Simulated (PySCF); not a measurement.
Dipole moment and polarisability of `C#C[C@@H]1C[SiH2][C@H](F)C1`

Compound: C6H9FSi.
Structure used (GFN2-xTB), in Å, numbered top down from 1:
```xyz
17
C6H9FSi angstrom
C      2.737    1.836    0.303
C      1.803    1.130    0.059
C      0.648    0.296   -0.206
C     -0.663    1.089   -0.039
Si    -2.016   -0.238    0.156
C     -0.725   -1.632    0.496
F     -1.060   -2.407    1.599
C      0.596   -0.907    0.744
H      3.565    2.448    0.506
H      0.715   -0.074   -1.237
H     -0.807    1.768   -0.877
H     -0.589    1.709    0.857
H     -2.756   -0.503   -1.079
H     -2.888   -0.043    1.309
H     -0.629   -2.345   -0.331
H      1.458   -1.561    0.603
H      0.605   -0.553    1.777
```

Level: B3LYP/def2-SVPD (PySCF), static field, nuclei fixed, core orbitals frozen in the response. The polarisability tensor in these axes (au):

```
x   112.84  15.03   3.07
y    15.03  92.85  -1.63
z     3.07  -1.63  76.75
```

Q: What are the eigenvalues, a third of the trace, and Δα (Δα² = ½Σ(αi − αj)² over the three pairs)?

A: Principal values 75.74, 85.71 and 120.98 au; mean 94.15 au = 13.95 Å³ = 15.52 × 10⁻⁴⁰ C²·m²/J; Δα = 41.17 au (44 % of the mean).

Q: What is the dipole moment, and where does it point?

A: (0.08, 1.09, -1.39) D, 1.77 D in size, pointing from the negative to the positive side. Measured along this direction, the outermost atoms are F7 at the negative end and H11 at the positive end.

Q: Find the Langevin capture rate constant for NO+ (29.998 u) meeting this molecule (128.046 u), k = 2.342 × 10⁻⁹ cm³/s × √(α in Å³ / reduced mass in u).

A: The reduced mass is 24.30 u, so k = 1.77 × 10⁻⁹ cm³/s. The formula leaves out the permanent dipole, which adds to the capture rate.

Q: Refractivity n − 1 of an ideal gas of it at 500 K and 1 atm, from the electronic α?

A: N = p/kT = 1.4678 × 10¹⁹ cm⁻³, so n − 1 = 2π × N × 13.95 × 10⁻²⁴ cm³ = 1287 × 10⁻⁶ at long wavelengths.

Q: Molar refractivity from α?

A: Lorentz–Lorenz: R = (4π/3)N_A α = 2.5225 cm³/(mol·Å³) × 13.95 Å³ = 35.2 cm³/mol, in the limit of long wavelengths.

One conformer (not necessarily the lowest) at the GFN2-xTB geometry, without solvent, vibrations or thermal averaging.
